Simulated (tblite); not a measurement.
Compound: C6H4F3P.
SMILES with atom numbers: `[CH:1]#[C:2][P:3]([C:4]#[C:5][CH3:6])[C:7]([F:8])([F:9])[F:10]` (hydrogens: H11 on C1; H12, H13, H14 on C6)

Computed with GFN2-xTB (tblite), gas phase: Langevin dynamics at 200 K from the optimised GFN2-xTB geometry, time step 0.5 fs, friction 0.01 fs⁻¹, 2000 steps.

Start geometry:
```
atom  x, y, z in Å
C1     -1.499    2.845    0.000
C2     -1.289    1.821    0.593
P3     -1.026    0.395    1.602
C4      0.511   -0.126    0.921
C5      1.597   -0.516    0.575
C6      2.878   -0.975    0.102
C7     -2.066   -0.738    0.479
F8     -1.750   -0.672   -0.821
F9     -3.373   -0.445    0.576
F10    -1.927   -2.023    0.845
H11    -1.675    3.720   -0.557
H12     2.862   -2.060   -0.003
H13     3.100   -0.528   -0.866
H14     3.657   -0.697    0.812
```

The statistics below take the 31 frames saved every 25 fs from 250 to 1000 fs; their kinetic temperature (all 3N coordinates) averages 199 K.

Q: How do the bond lengths spread?

A: 
```
  bond  start (Å)  mean (Å)  standard deviation (Å)  shortest (Å)  longest (Å)
 C1≡C2      1.202     1.204                   0.011         1.182        1.230
 C2–P3      1.767     1.769                   0.027         1.715        1.829
 P3–C4      1.760     1.763                   0.028         1.716        1.822
 C4≡C5      1.205     1.206                   0.013         1.179        1.228
 C5–C6      1.440     1.439                   0.020         1.405        1.487
 P3–C7      1.904     1.910                   0.043         1.846        2.000
 C7–F8      1.340     1.342                   0.018         1.307        1.396
 C7–F9      1.343     1.347                   0.026         1.305        1.394
C7–F10      1.343     1.346                   0.027         1.289        1.405
C1–H11      1.051     1.053                   0.016         1.017        1.090
C6–H12      1.090     1.094                   0.025         1.029        1.141
C6–H13      1.090     1.091                   0.022         1.042        1.128
C6–H14      1.090     1.095                   0.020         1.061        1.128
```

Q: How far does each atom move about its mean position (frames aligned on the start, all atoms weighted alike), and what rms force does it feel?

A: 
| atom | rms displacement (Å) | rms force (eV/Å) |
| --- | --- | --- |
| C1 | 0.19 | 1.28 |
| C2 | 0.13 | 1.36 |
| P3 | 0.14 | 1.16 |
| C4 | 0.19 | 1.61 |
| C5 | 0.14 | 1.72 |
| C6 | 0.09 | 1.56 |
| C7 | 0.14 | 1.38 |
| F8 | 0.22 | 0.80 |
| F9 | 0.19 | 0.86 |
| F10 | 0.23 | 0.98 |
| H11 | 0.29 | 0.62 |
| H12 | 0.99 | 0.86 |
| H13 | 0.93 | 0.87 |
| H14 | 1.02 | 0.80 |

The displacements run from 0.09 to 1.02 Å, the largest at H14.

Q: How widely does the potential energy scatter, against a harmonic estimate?

A: Mean 0.28 eV above the start, standard deviation 0.047 eV, range 0.20 to 0.39 eV. For 36 classical harmonic modes at 200 K the canonical values are 36kT/2 = 0.31 eV and kT·√(36/2) = 0.073 eV.

The run is classical and short, so these are rough statistics of one trajectory.

The cost below is that of the whole dynamics run. The run took about 40 s of CPU time (one thread, shared machine).
